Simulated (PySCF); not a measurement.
The vertical singlet excitations below were computed for one of the candidates. Level of theory: PySCF, TDDFT wB97X-D/def2-SVPD, vertical, gas phase, core orbitals frozen in the response. Geometries: PBE0-D3(BJ)/def2-SVP, one conformer each.

| state | λ (nm) | f |
| --- | --- | --- |
| S1 | 173.6 | 0.0029 |
| S2 | 169.0 | 0.688 |
| S3 | 165.7 | 0.052 |
| S4 | 160.6 | 0.039 |
| S5 | 159.4 | 0.0083 |
| S6 | 159.1 | 0.0006 |
| S7 | 158.7 | 0.011 |
| S8 | 156.4 | 0.021 |
| S9 | 155.9 | 0.012 |
| S10 | 152.1 | 0.022 |

Triplets computed (Tamm–Dancoff): 4.50, 6.95, 7.21, 7.46 eV.

Orbital energies (eV): HOMO-3 -10.28, HOMO-2 -9.92, HOMO-1 -9.38, HOMO -9.11, LUMO 2.05, LUMO+1 2.25, LUMO+2 2.60.

Question: Which structure fits? All have the formula C8H16Si.
A. `C[C@]12CC[C@](C[SiH3])(C1)C2`
B. `CC[C@@H]1C[C@H](C2CC2)[SiH2]1`
C. `C=C(C)[C@@]1(C)CCC[SiH2]1`
D. `C=C[C@H]1C[Si@H](CCC)C1`

Answer: D. Its S1 lies at 7.14 eV; the nearest of the others has S1 at 6.78 eV. S1 is HOMO-1→LUMO (84%). Löwdin shares by element: HOMO carbon 82% or more (atoms not listed hold the other 18%); LUMO carbon 51% or more, silicon 7% (atoms not listed hold the other 43%). At the same level the other candidates give, for their lowest levels:
- `CC[C@@H]1C[C@H](C2CC2)[SiH2]1`: 183 nm (f 0.034); 172 nm (f 0.051); 170 nm (f 0.016); 163 nm (f 0.008); 162 nm (f 0.013); T1 6.38 eV; HOMO -8.97, LUMO 2.02 eV
- `C=C(C)[C@@]1(C)CCC[SiH2]1`: 185 nm (f 0.246); 179 nm (f 0.148); 172 nm (f 0.046); 163 nm (f 0.034); 160 nm (f 0.039); T1 4.38 eV; HOMO -8.57, LUMO 2.06 eV
- `C[C@]12CC[C@](C[SiH3])(C1)C2`: 157 nm (f 0.039); 147 nm (f 0.026); 147 nm (f 0.010); 146 nm (f 0.021); 144 nm (f 0.026); T1 7.64 eV; HOMO -9.71, LUMO 2.08 eV

Conformer computed: `[CH2:1]=[CH:2][C@H:3]1[CH2:4][Si@H:5]([CH2:6][CH2:7][CH3:8])[CH2:9]1`: C1–C2–C3–C4 125°, C4–Si5–C6–C7 72°, Si5–C6–C7–C8 -179°.

Without π bonds the low states are Rydberg-like; a valence basis with one diffuse set may place them up to an eV too high.
